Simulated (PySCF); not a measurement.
Point-charge models of `FC(F)[C@@]12CCC[C@@H]1C2` against its computed dipole.

Coordinates (PBE0-D3(BJ)/def2-SVP, Å) and charges (e) from the PBE0/pcSseg-1 density (PySCF):

| atom | x | y | z | Mulliken | IAO | Hirshfeld | ESP-fitted |
| --- | --- | --- | --- | --- | --- | --- | --- |
| F1 | 1.962 | -0.827 | 1.773 | -0.3052 | -0.3094 | -0.1072 | -0.2151 |
| C2 | 2.048 | -0.417 | 0.482 | +0.6666 | +0.4482 | +0.1454 | +0.2128 |
| F3 | 2.668 | -1.408 | -0.203 | -0.3049 | -0.3081 | -0.1107 | -0.1969 |
| C4 | 0.691 | -0.158 | -0.080 | -0.5622 | -0.0249 | -0.0234 | +0.1092 |
| C5 | -0.326 | -1.283 | -0.032 | -0.0520 | -0.2602 | -0.0713 | -0.2031 |
| C6 | -1.681 | -0.584 | -0.195 | -0.2781 | -0.2576 | -0.0634 | -0.0523 |
| C7 | -1.493 | 0.808 | 0.424 | -0.1065 | -0.2557 | -0.0645 | -0.1687 |
| C8 | -0.033 | 1.138 | 0.189 | -0.2259 | -0.1307 | -0.0401 | +0.0156 |
| C9 | 0.544 | 0.866 | -1.168 | -0.0533 | -0.2927 | -0.0898 | -0.5041 |
| H10 | 2.693 | 0.480 | 0.453 | +0.0712 | +0.1317 | +0.0458 | +0.1185 |
| H11 | -0.251 | -1.764 | 0.956 | +0.1311 | +0.1417 | +0.0354 | +0.1145 |
| H12 | -0.144 | -2.058 | -0.792 | +0.1352 | +0.1413 | +0.0392 | +0.0839 |
| H13 | -2.505 | -1.146 | 0.269 | +0.1292 | +0.1413 | +0.0435 | +0.0510 |
| H14 | -1.935 | -0.491 | -1.263 | +0.1239 | +0.1288 | +0.0367 | +0.0530 |
| H15 | -2.180 | 1.557 | -0.002 | +0.1268 | +0.1359 | +0.0392 | +0.0713 |
| H16 | -1.679 | 0.778 | 1.510 | +0.1289 | +0.1364 | +0.0408 | +0.0742 |
| H17 | 0.433 | 1.919 | 0.798 | +0.1164 | +0.1417 | +0.0468 | +0.0669 |
| H18 | 1.440 | 1.428 | -1.446 | +0.1290 | +0.1476 | +0.0489 | +0.1641 |
| H19 | -0.120 | 0.650 | -2.010 | +0.1298 | +0.1447 | +0.0489 | +0.2052 |

**Question.** Compute μ = Σ q r for each scheme (1 e·Å = 4.803 D) and compare with the dipole of the full density.

**Answer.** The full density gives (-1.39, 1.66, -0.70) D, 2.27 D in size; dipole vectors point from the negative to the positive end.

| scheme | μx | μy | μz | size (D) | share of the full size (%) | angle to the full dipole (°) |
| --- | --- | --- | --- | --- | --- | --- |
| Mulliken | -2.45 | 2.10 | -1.51 | 3.56 | 157 | 11 |
| IAO | -1.71 | 2.75 | -1.09 | 3.42 | 151 | 8 |
| Hirshfeld | -0.89 | 1.13 | -0.44 | 1.51 | 66 | 2 |
| ESP-fitted | -1.42 | 1.67 | -0.73 | 2.31 | 102 | 1 |

**Question.** Which set comes closest?

**Answer.** Length of the difference vector: ESP-fitted 0.04 D, Hirshfeld 0.77 D, IAO 1.21 D, Mulliken 1.41 D. Closest: ESP-fitted. ESP charges are fitted to the potential around the molecule, whose slowest-falling term is the dipole's. The schemes that divide the density aren't constrained to reproduce the dipole.

**Question.** What is left for the Hirshfeld atoms' own dipoles?

**Answer.** The Hirshfeld atoms' densities add up to the full density, so μ = Σ q r + Σ (atomic dipoles). The atomic dipoles sum to (-1.39, 1.66, -0.70) − (-0.89, 1.13, -0.44) = (-0.50, 0.53, -0.26) D, 0.77 D in size.

**Question.** With the origin at the mean of the coordinates, (0.007, -0.027, -0.018) Å, which are the largest single terms, by size, of the Mulliken dipole along the direction of the full one?

**Answer.** C2 -5.39, F3 +3.77, F1 +3.41, H15 +1.51, C4 +1.33 D; all 19 atoms together +3.49 D. The single terms depend on the origin, their sum doesn't.

**Question.** Give the size of the full dipole in other units.

**Answer.** 2.27 D = 0.894 au = 0.473 e·Å = 7.58 × 10⁻³⁰ C·m.

The structure is a single PBE0-D3(BJ)/def2-SVP conformer in the gas phase; no vibrational or solvent corrections.
